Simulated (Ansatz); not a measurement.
`C[SiH2]BO[SiH3]` + `CC` → `C[SiH3]` + `CCBO[SiH3]`  (formal exchange of groups at the Si–B bond)

Gas-phase electronic energies from Ansatz, PBE0-D4/def2-TZVP geometries. CBS: MP2 limit from def2 TZ/QZ plus the TZ coupled-cluster correction, frozen cores. This one scheme is used for every species. DFT in def2-TZVPP. B3LYP here is the variant with VWN-RPA as its local correlation; programs differ in this. One conformer a species, not always the lowest.

(1) Is it downhill or uphill in electronic energy at CCSD(T)/CBS, and by how much? (Estimate.)

(2) What do these levels give: PBE-D4, B2PLYP, r2SCAN, B3LYP, HF/def2-TZVPP, MP2/def2-TZVPP, SCS-MP2/def2-TZVPP, CCSD/def2-TZVPP, CCSD(T)/def2-TZVPP, HF/def2-QZVPP, SCS-MP2/def2-QZVPP, CCSD/CBS(def2)? (Estimate.)

Largest T1 diagnostic among the species: 0.013.

## Answers

(1) Ansatz gave: Downhill: ΔE = -0.31 eV.

(2) The calculation gave: PBE-D4 -0.22, B2PLYP -0.32, r2SCAN -0.30, B3LYP -0.29, HF/def2-TZVPP -0.38, MP2/def2-TZVPP -0.36, SCS-MP2/def2-TZVPP -0.34, CCSD/def2-TZVPP -0.32, CCSD(T)/def2-TZVPP -0.31, HF/def2-QZVPP -0.38, SCS-MP2/def2-QZVPP -0.35, CCSD/CBS(def2) -0.32 eV.

From PBE to PBE0 (25 % exact exchange), in def2-TZVPP and without D4, ΔE moves by −0.04 eV.
